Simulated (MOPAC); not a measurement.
MOPAC input (MNDO):

```
MNDO 1SCF GEO-OK AUX(PRECISION=9) THREADS=1
H5ClSi2

Si   -1.83888400 1   -0.35200200 1    0.13559700 1
Si    0.47192500 1   -0.72337600 1    0.04848400 1
Cl    1.42908100 1    1.10583800 1   -0.19056200 1
H    -2.28730600 1    0.28706700 1   -1.12320000 1
H    -2.54461700 1   -1.64589200 1    0.30623900 1
H    -2.15718400 1    0.53302400 1    1.27992100 1
H     0.98082600 1   -1.33668700 1    1.29559400 1
H     0.85132200 1   -1.58147800 1   -1.09612700 1
```

Output:

```
 *******************************************************************************
 **                                                                           **
 **                              MOPAC v23.2.5                                **
 **                                                                           **
 *******************************************************************************
 ** MOPAC's Digital Object Identifier: https://doi.org/10.5281/zenodo.6511958 **
 **                                                                           **
 ** Please cite the open-source release paper for use of this MOPAC version:  **
 ** J. E. Moussa and J. J. P. Stewart (2026)                                  **
 ** MOPAC: An open-source semiempirical molecular orbital program             **
 ** J. Open Source Softw., 11(119), 8025, https://doi.org/10.21105/joss.08025 **
 *******************************************************************************

                              MNDO CALCULATION RESULTS

 *******************************************************************************
 *  MNDO       - The MNDO Hamiltonian to be used
 *  GEO-OK     - OVERRIDE INTERATOMIC DISTANCE AND OTHER SAFETY CHECKS
 *  1SCF       - DO 1 SCF AND THEN STOP
 *  AUX        - OUTPUT AUXILIARY INFORMATION
 *******************************************************************************
MNDO 1SCF GEO-OK AUX(PRECISION=9) THREADS=1
 H5ClSi2

   ATOM   CHEMICAL          X               Y               Z
  NUMBER   SYMBOL      (ANGSTROMS)     (ANGSTROMS)     (ANGSTROMS)

     1      Si         -1.83888400  *  -0.35200200  *   0.13559700  *
     2      Si          0.47192500  *  -0.72337600  *   0.04848400  *
     3      Cl          1.42908100  *   1.10583800  *  -0.19056200  *
     4       H         -2.28730600  *   0.28706700  *  -1.12320000  *
     5       H         -2.54461700  *  -1.64589200  *   0.30623900  *
     6       H         -2.15718400  *   0.53302400  *   1.27992100  *
     7       H          0.98082600  *  -1.33668700  *   1.29559400  *
     8       H          0.85132200  *  -1.58147800  *  -1.09612700  *

          CARTESIAN COORDINATES

    NO.       ATOM           X           Y           Z

     1        Si         -1.8389     -0.3520      0.1356
     2        Si          0.4719     -0.7234      0.0485
     3        Cl          1.4291      1.1058     -0.1906
     4         H         -2.2873      0.2871     -1.1232
     5         H         -2.5446     -1.6459      0.3062
     6         H         -2.1572      0.5330      1.2799
     7         H          0.9808     -1.3367      1.2956
     8         H          0.8513     -1.5815     -1.0961

  H: (MNDO): M.J.S. DEWAR, W. THIEL, J. AM. CHEM. SOC., 99, 4899, (1977)
 Si: (MNDO): M.J.S.DEWAR, ET. AL. ORGANOMETALLICS  5, 375 (1986)
 Cl: (MNDO): M.J.S.DEWAR, H.S.RZEPA, J. COMP. CHEM., 4, 158, (1983)

           Empirical Formula: H5 Si2 Cl  =     8 atoms

      MOLECULAR POINT GROUP   :   Cs

      RHF CALCULATION, NO. OF DOUBLY OCCUPIED LEVELS = 10

 -------------------------------------------------------------------------------
 MNDO 1SCF GEO-OK AUX(PRECISION=9) THREADS=1
 H5ClSi2

     1SCF WAS SPECIFIED, SO BFGS WAS NOT USED
     SCF FIELD WAS ACHIEVED

                              MNDO CALCULATION
                                                       MOPAC v23.2.5 Linux

          FINAL HEAT OF FORMATION =         -8.33721 KCAL/MOL =     -34.88290 KJ/MOL

          COSMO AREA              =        133.81 SQUARE ANGSTROMS
          COSMO VOLUME            =        128.43 CUBIC ANGSTROMS

          IONIZATION POTENTIAL    =          9.788169 EV
          HOMO LUMO ENERGIES (EV) =         -9.788 -0.397
          NO. OF FILLED LEVELS    =         10
          MOLECULAR WEIGHT        =         96.6635         POINT GROUP:  Cs

          MOLECULAR DIMENSIONS (Angstroms)

            Atom       Atom       Distance
            H     5   Cl     3     4.85892
            H     7    H     4     4.11099
            H     8    H     6     3.90753

          SCF CALCULATIONS        =          1

   ATOM   CHEMICAL          X               Y               Z
  NUMBER   SYMBOL      (ANGSTROMS)     (ANGSTROMS)     (ANGSTROMS)

     1      Si         -1.83888400  *  -0.35200200  *   0.13559700  *
     2      Si          0.47192500  *  -0.72337600  *   0.04848400  *
     3      Cl          1.42908100  *   1.10583800  *  -0.19056200  *
     4       H         -2.28730600  *   0.28706700  *  -1.12320000  *
     5       H         -2.54461700  *  -1.64589200  *   0.30623900  *
     6       H         -2.15718400  *   0.53302400  *   1.27992100  *
     7       H          0.98082600  *  -1.33668700  *   1.29559400  *
     8       H          0.85132200  *  -1.58147800  *  -1.09612700  *

                             CARTESIAN COORDINATES

   1   Si       -1.838884000    -0.352002000     0.135597000
   2   Si        0.471925000    -0.723376000     0.048484000
   3   Cl        1.429081000     1.105838000    -0.190562000
   4    H       -2.287306000     0.287067000    -1.123200000
   5    H       -2.544617000    -1.645892000     0.306239000
   6    H       -2.157184000     0.533024000     1.279921000
   7    H        0.980826000    -1.336687000     1.295594000
   8    H        0.851322000    -1.581478000    -1.096127000

           Empirical Formula: H5 Si2 Cl  =     8 atoms

      MOLECULAR POINT GROUP   :   Cs

                  EIGENVALUES
 -25.31403 -22.55646 -17.49877 -13.63969 -13.29245 -12.82498 -12.16791 -12.16478
 -11.75290  -9.78817  -0.39696   0.04738   1.02207   1.29543   1.35914   1.97325
   2.42595

              NET ATOMIC CHARGES AND DIPOLE CONTRIBUTIONS

  ATOM NO.   TYPE          CHARGE      No. of ELECS.   s-Pop       p-Pop
    1         Si           1.045898        2.9541     1.13524     1.81886
    2         Si           0.953180        3.0468     1.17001     1.87681
    3         Cl          -0.477238        7.4772     1.98593     5.49130
    4          H          -0.310033        1.3100     1.31003
    5          H          -0.320028        1.3200     1.32003
    6          H          -0.310033        1.3100     1.31003
    7          H          -0.290873        1.2909     1.29087
    8          H          -0.290873        1.2909     1.29087
 DIPOLE           X         Y         Z       TOTAL
 POINT-CHG.    -2.383    -2.229     0.357     3.283
 HYBRID         0.501    -0.001    -0.027     0.502
 SUM           -1.882    -2.230     0.330     2.937

          ATOMIC ORBITAL ELECTRON POPULATIONS

     Atom    s        px        py        pz
    1 Si   1.13524   0.67109   0.57098   0.57679
    2 Si   1.17001   0.77480   0.50122   0.60079
    3 Cl   1.98593   1.89720   1.61334   1.98076
    4  H   1.31003
    5  H   1.32003
    6  H   1.31003
    7  H   1.29087
    8  H   1.29087

 **********************
 *                    *
 * JOB ENDED NORMALLY *
 *                    *
 **********************

 == MOPAC DONE ==
```

The geometry given is a B3LYP-D3(BJ)/def2-TZVP minimum.
